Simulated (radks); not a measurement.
The numbers below are computed, except where a source is named.
Problem. Coherent X-ray form factor from a spherical all-electron density. Level of theory: Dirac Kohn-Sham, Slater X-alpha with alpha = 0.641, spin-unpolarised, spherical densities, point nucleus (a radial shooting solver on a logarithmic mesh with Libxc functionals).

sin(theta)/lambda (1/angstrom)  f0 (electrons)
0.05                                    50.886
0.1                                     48.137
0.15                                    44.822
0.2                                     41.606
0.25                                    38.683
0.3                                     36.036
0.4                                     31.370
0.5                                     27.431
0.6                                     24.230
0.8                                     19.798
1                                       16.976
1.25                                    14.205
1.5                                     11.710
2                                        7.933

The species is in the configuration that NIST lists as its ground one. Which atom or ion scatters so?

Solution. Neutral tellurium, [Kr] 4d10 5s2 5p4. Extrapolating in s^2 from the first two rows gives f0(0) = 51.8, near the electron count 52; among species with that count, the fall with angle is slower the higher Z, and the table is that of Z = 52; from so few rows the species is fixed only to a neighbour or two.
